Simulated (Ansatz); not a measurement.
C3H9F3OSiTi (`C[Si](C)(C)[O][Ti]([F])([F])[F]`) at its PBE0-D4/def2-TZVP geometry, where that method's forces vanish. Charge 0, multiplicity 1.

```xyz
18

C    -1.2488   -1.2742    1.0656
Si   -0.1127   -0.4843   -0.1785
C    -0.9350   -0.2837   -1.8357
C     1.5036   -1.3963   -0.3152
O     0.2381    1.0544    0.3847
Ti    0.6107    2.6534    0.9746
F    -0.8724    3.5836    1.1118
F     1.3752    2.5287    2.5505
F     1.7024    3.4481   -0.1478
H    -0.7717   -1.3404    2.0464
H    -1.5191   -2.2871    0.7544
H    -2.1716   -0.6991    1.1749
H    -1.8557    0.2985   -1.7491
H    -1.1923   -1.2582   -2.2602
H    -0.2755    0.2266   -2.5419
H     1.3441   -2.4135   -0.6837
H     2.1818   -0.8911   -1.0072
H     1.9989   -1.4652    0.6565
```

(1) What forces (eV/Å) does PBE-D4/def2-TZVPP give on these atoms in the Gaussian-basis code of Ansatz? (Best estimate.)

Results:

(1) Ansatz gave: 
```
C1   0.006  0.003 -0.009
Si2 -0.043 -0.189 -0.069
C3   0.004 -0.004  0.010
C4  -0.012  0.004  0.000
O5  -0.072 -0.304 -0.113
Ti6  0.027  0.117  0.045
F7  -0.559  0.340  0.048
F8   0.285 -0.056  0.588
F9   0.409  0.290 -0.426
H10  0.084 -0.016  0.187
H11 -0.055 -0.191 -0.053
H12 -0.175  0.103  0.025
H13 -0.174  0.108  0.009
H14 -0.051 -0.179 -0.086
H15  0.119  0.095 -0.137
H16 -0.023 -0.193 -0.069
H17  0.132  0.089 -0.129
H18  0.098 -0.016  0.180
```
